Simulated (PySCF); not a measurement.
C5H5F.

```xyz
11

C     -0.7751    -2.6384     0.0000
C      0.1321    -1.6964     0.0000
C      1.0434    -0.7431     0.0000
C      0.8026     0.7061     0.0000
C     -0.4015     1.2873     0.0000
F     -0.5427     2.6166     0.0000
H     -1.1718    -3.0533     0.9350
H     -1.1718    -3.0533    -0.9350
H      2.0963    -1.0511     0.0000
H      1.6801     1.3584     0.0000
H     -1.3581     0.7560     0.0000
```

Coordinates come from a B3LYP-D3(BJ)/def2-SVP optimisation. The structure was generated by enumeration; whether it is a known compound was not checked. One conformer was computed; it need not be the lowest.

These are PBE/pcSseg-1 (PySCF) values and carry that method's errors. Non-relativistic, no solvent.

Computed absolute GIAO shielding of each atom: isotropic value and principal components (ppm):
```
atom  σ(iso)    σ11    σ22    σ33   span
----  ------  -----  -----  -----  -----
C1      98.3   11.0  124.2  159.7  148.7
C2     -40.8  -61.4  -41.7  -19.3   42.0
C3      90.9    8.3  110.9  153.3  145.0
C4      72.4  -19.9   89.2  147.9  167.8
C5      15.6  -75.6   53.0   69.3  144.9
F6     258.0  166.1  210.1  397.8  231.7
H7      25.9   24.3   24.5   28.9    4.7
H8      25.9   24.3   24.5   28.9    4.7
H9      25.7   22.9   26.8   27.3    4.4
H10     26.0   24.5   25.5   28.1    3.6
H11     23.9   21.1   22.8   27.9    6.8
```
